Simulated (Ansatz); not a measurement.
Cost and result up the ladder for ReO3(NH2) (ReNO₃H₂) (7 atoms). Total charge 0; singlet. Geometry: r2SCAN-D4/def2-SVP.

Cartesian coordinates in Å:
```
Re 0.573 0.375 0.291
O 2.029 -0.263 -0.348
O 0.436 2.020 -0.159
O 0.584 0.164 1.990
N -0.952 -0.552 -0.415
H -1.413 -0.283 -1.281
H -1.257 -1.463 -0.078
```

Ansatz on 4 threads of Arm Neoverse V2 on a shared host. Times are rough, and most runs start from the orbitals of an earlier one. ωB97X-V/def2-TZVP serves as the yardstick here, not as an exact answer. Differences are given only for rows in sets of like size (and for xTB, whose basis is part of the method), since another set adds its own error. Binding counts from free atoms at the same level (Re sextet, O triplet, N quartet, H doublet; other spins of the atoms weren't run), without zero-point energy or a counterpoise term.

In the def2 sets Re takes a core potential; there is no spin–orbit coupling. Correlated methods freeze 4 core orbitals; core or outer-core shells of Re are correlated, in sets that lack core-valence functions.

Correlated methods converge slowly with the basis.

```tsv
level	functions	binding energy per atom (eV)	difference from ωB97X-V/def2-TZVP (eV)	remarks
CAM-B3LYP-D4/def2-TZVP	176	4.30	-0.03	–
PBE0-D4/def2-TZVPD	218	4.28	-0.05	–
revPBE-D4/def2-TZVP	176	4.56	0.23	–
MP2/def2-TZVP	176	4.63	0.30	test for broken spin undecided
PBE-D4/def2-TZVPD	218	4.74	0.40	–
r2SCAN-D4/def2-TZVP	176	4.44	0.11	–
PBE0-D4/def2-SVP	98	4.22	–	–
ωB97X-V/def2-TZVP	176	4.33	0.00	–
PBE0-D4/def2-TZVP	176	4.28	-0.05	–
PBE-D4/def2-SVP	98	4.71	–	–
CCSD(T)/def2-TZVPP	208	4.23	-0.11	test for broken spin undecided
r2SCAN-D4/def2-TZVPD	218	4.45	0.11	–
BHLYP-D4/def2-TZVP	176	3.78	-0.55	–
PBE-D4/def2-TZVP	176	4.74	0.40	–
```

(1) Estimate how long each takes.

Answers

(1) PBE-D4/def2-SVP 0.8 s; PBE0-D4/def2-SVP 0.95 s; revPBE-D4/def2-TZVP 1.4 s; PBE-D4/def2-TZVP 1.4 s; PBE0-D4/def2-TZVP 1.7 s; MP2/def2-TZVP 1.7 s; BHLYP-D4/def2-TZVP 1.8 s; PBE-D4/def2-TZVPD 1.9 s; CAM-B3LYP-D4/def2-TZVP 1.9 s; PBE0-D4/def2-TZVPD 2.5 s; r2SCAN-D4/def2-TZVP 2.6 s; r2SCAN-D4/def2-TZVPD 3.5 s; ωB97X-V/def2-TZVP 5.5 s; CCSD(T)/def2-TZVPP 2.4 min. On shared hardware such times vary by a factor of up to 3.
